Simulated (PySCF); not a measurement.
States of one metal complex from SC-NEVPT2 in the d shell, PySCF, above the ground state:

```
2S+1  degeneracy  energy / cm⁻¹  f (electric dipole)
   5           1              0                    –
   5           1           1141              8.1e-10
   5           1           1530              3.6e-10
   5           1          10444              4.2e-08
   5           1          10741              3.2e-09
   3           1          13564                    –
   3           1          13985                    –
   3           1          14401                    –
   1           1          16142                    –
   3           1          18000                    –
   3           1          18190                    –
   3           1          18814                    –
```

Problem. Which of these complexes, all computed at model or optimised geometries, gave the data?
A. [Mn(H2O)4]3+ (d4, tetrahedral)
B. [CrF4]2- (d4, square planar)
C. MnBr3 (d4, trigonal planar)
D. [Fe(H2O)6]2+ (d6, octahedral)

Solution. D. [Fe(H2O)6]2+ (d6, octahedral) has 5T2g-like, then 5T2g-like at 1141, 5T2g-like at 1530 cm⁻¹ (NEVPT2). The others: [Mn(H2O)4]3+ (d4, tetrahedral) has 5B2 (from 5T2), then 5E (from 5T2) at 1833, 5A1 (from 5E) at 6930 cm⁻¹ (NEVPT2); [CrF4]2- (d4, square planar) has 5B1g, then 5B2g at 15543, 3Eg at 16770 cm⁻¹ (NEVPT2); MnBr3 (d4, trigonal planar) has 5E', then 5E'' at 12673, 5A1' at 16424 cm⁻¹ (NEVPT2).

On [Fe(H2O)6]2+: NEVPT2 lifts 5Eg-like from 8661 to 10444 cm⁻¹; on the d shell alone it tends to overshoot states that fill the eg-type orbitals.
